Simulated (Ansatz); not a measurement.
Reactions of C8H18 (`CCCCC(C)CC`).

Calculated with Ansatz (gas phase, PBE0-D4/def2-TZVP geometries, no zero-point term in ΔE). CBS: MP2 limit from def2 TZ/QZ plus the TZ coupled-cluster correction, frozen cores. This one scheme is used for every species. Triplets are unrestricted, without spin–orbit coupling. One conformer a species, not always the lowest.

Q: Order these by ΔE at CCSD(T)/CBS, lowest first. (An estimate is asked.)
A. `CCCCC(C)CC` + H₂ → `CCCCCC` + `CC`
B. `CCCCC(C)CC` → `CCCC(C)CC` + `[CH2]` (triplet)
C. `CCCCC(C)CC` + H₂ → `CCCC(C)CC` + CH₄
D. `CCCCC(C)CC` + `CC` → `CCCC(C)CC` + `CCC`
E. `CCCCC(C)CC` + H–F → `CCC(C)F` + `CCCC`
F. `CCCCC(C)CC` + `N[SiH](N)[SiH3]` → `CN[SiH](N)[SiH3]` + `CCCCCCC`

A: C (-68.5 kJ/mol), A (-52.3 kJ/mol), D (-1.1 kJ/mol), E (+25.1 kJ/mol), F (+44.3 kJ/mol), B (+434.7 kJ/mol).

Largest T1 diagnostic: 0.011, for `N[SiH](N)[SiH3]`.
